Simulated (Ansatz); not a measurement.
Molecule (SMILES): Cl[C]Cl (closed-shell singlet).
Atoms: Cl1, C2, Cl3. Bonds: Cl1-C2, C2-Cl3.

Basis-set convergence of the highest harmonic wavenumber at B3LYP with Ansatz (an electronic-structure program). Each level at its own minimum, finite differences of forces, unscaled; the reference is a large set that could be run, not a limit. Cartesian d functions, on some or all atoms, in 6-31G**, 6-31+G*, 6-311G**, 6-311+G**; all else is spherical. The program fits the integrals of some runs and decomposes those of others, by size. No added dispersion term, no relativity. Reference: the value in aug-pcseg-2, 733 cm⁻¹, itself unsure by roughly 2 cm⁻¹ (its mean distance from aug-cc-pV(T+d)Z, def2-TZVPPD). Deviations are taken from unrounded values.

| basis | functions |
|---|---|
| STO-3G | 23 |
| 3-21G | 35 |
| 6-31G | 35 |
| 6-31G** | 53 |
| 6-31+G* | 65 |
| 6-311G** | 72 |
| 6-311+G** | 84 |
| 6-311++G(2d,2p) | 97 |
| 6-311++G(3df,3pd) | 133 |

**Question.** Which is the smallest Pople set listed that can be trusted to 10 cm⁻¹ here, that is, within that of the reference together with its larger relatives (same family, alike in diffuse functions; a set with none to test it counts only in the reference's own line)?

**Answer.** Of the sets listed that have larger relatives (same family, alike in diffuse functions), none stays within 10 cm⁻¹ of the reference together with them. Inside, with no larger relative to test it: 6-311++G(3df,3pd). Value minus reference: STO-3G 89, 3-21G -98, 6-31G -83, 6-31G** -19, 6-31+G* -20, 6-311G** -25, 6-311+G** -18, 6-311++G(2d,2p) -15, 6-311++G(3df,3pd) 5 cm⁻¹.
